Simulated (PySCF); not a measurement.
Excitations are Tamm–Dancoff values on a coarser integration grid. The basis has no diffuse functions, so Rydberg states are missing or too high.

Cartesian coordinates (Å):
```xyz
10

C      1.7427     0.0038    -0.2796
Si     0.1048     0.1957     0.6105
Si    -1.8218     0.8781    -0.4240
Si    -1.7169    -1.1321     0.2034
H      2.3680    -0.7315     0.2345
H      1.5926    -0.3212    -1.3099
H      2.2825     0.9549    -0.2852
H      0.4029     0.6461     2.0034
H     -2.5935     1.9765    -1.0697
H     -2.3613    -2.4703     0.3166
```
Charge 0, multiplicity 1.

**Question.** Give the LUMO, HOMO–LUMO gap, S1 oscillator strength, S1–T1 gap (TDA) and HOMO at the level PBE-D3(BJ)/def2-TZVP // PBE0-D3(BJ)/def2-TZVP (PySCF 2.14.0).

**Answer.** 
| Quantity | Value |
|---|---|
| LUMO | -2.40 eV |
| HOMO–LUMO gap | 2.81 eV |
| S1 oscillator strength | 0.044 |
| S1–T1 gap (TDA) | 1.59 eV |
| HOMO | -5.21 eV |
